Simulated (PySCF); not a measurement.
# What settings do to a single point of [Pm(H2O)2]3+

The sound run of [Pm(H2O)2]3+ (singlet in the valence; each metal's 4f electrons, 4 of them, lie in its core potential, out of spins and levels) uses PySCF 2.14.0, RKS PBE, Pm lcecp-1-SVP with ECP50, O def2-SVP, H def2-SVP; non-relativistic Hamiltonian with scalar-relativistic core potentials where named; density fitting; no spin-orbit coupling, grid (50, 194), threshold 1e-8 Eh and 55 cycles, at the relaxed geometry:

```xyz
7

Pm   -0.2078   -1.0868   -0.0074
O    -0.0274    0.1678    1.8995
H     0.2504    1.1254    2.0141
H    -0.2053   -0.1220    2.8449
O     0.0895    0.1708   -1.8985
H     0.4472   -0.1253   -2.7898
H    -0.1286    1.1367   -2.0628
```

There Pm1 has a Mulliken charge of 2.16 e and the dipole about the centre of mass is 3.06 D. Each run below changes one thing and starts from free metal ions and neutral atoms unless it says otherwise; with 55 cycles, smearing, a level shift and second-order steps follow where DIIS fails, and their cycles count. Energy shifts count from the sound run. On f atoms grids over 110 angular points are at least (60, 302).

```csv
change,outcome,cycles,energy shift (eV),largest force component (eV/Å),charge on Pm1 (e),dipole about the centre of mass (D)
start from a density of up to 30 smeared cycles (not counted),converged,7,0.0000,0.02,2.16,3.06
"charge changed by +5, spin kept, limit 95 cycles",refused,–,–,–,–,–
```

One further run converged with energy shift (eV) 1.57, largest force component (eV/Å) 3.38, charge on Pm1 (e) 2.21, dipole about the centre of mass (D) 3.19. Which change was it?
A. all coordinates × 1.12
B. cycle limit 8
C. grid (99, 590)

A.

And the other changes listed?


```tsv
change	outcome	cycles	energy shift (eV)	largest force component (eV/Å)	charge on Pm1 (e)	dipole about the centre of mass (D)
grid (99, 590)	converged	11	0.0009	0.02	2.16	3.06
cycle limit 8	not converged	8	–	–	–	–
```

Forces carry noise of the integration grid, about 0.01 to 0.03 eV/Å.

An lcecp potential fixes the number of 4f electrons, so in runs with it no electron can move into or out of that shell.
